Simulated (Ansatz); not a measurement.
Frontier orbitals of `[NH2][Ti]([OH])([Cl])[Cl]`.

```xyz
8

N     0.2370   -1.4109    0.0356
Ti   -0.2688    0.3477   -0.2247
O     0.6907    1.3030    0.8944
Cl    0.1050    0.9221   -2.3237
Cl   -2.4321    0.5613    0.1626
H     0.9339   -1.7072    0.7047
H    -0.1466   -2.1982   -0.4700
H     0.8809    2.1822    1.2210
```

The species carries charge 0 and has multiplicity 1. Correlated methods include outer-core shells of Ti, which these sets cover unevenly. Scalar relativity is left out up to krypton. The geometry is a stationary point of PBE0-D4/def2-TZVP. It is one conformer, not always the lowest. Basis def2-TZVPP, Ansatz.

```csv
functional,HOMO (eV),LUMO (eV),gap (eV)
PBE,-6.74,-3.47,3.27
BLYP,-6.59,-3.36,3.23
r2SCAN,-7.06,-3.42,3.64
PBE0,-8.11,-2.52,5.59
ωB97M-V,-10.36,-0.31,10.05
```

Against PBE, PBE0 changes HOMO and LUMO by −1.37 and +0.95 eV, ωB97M-V by −3.62 and +3.16 eV. A gap of 3.26 eV thus becomes 10.05 eV for the same molecule, so an orbital gap means little without its functional.
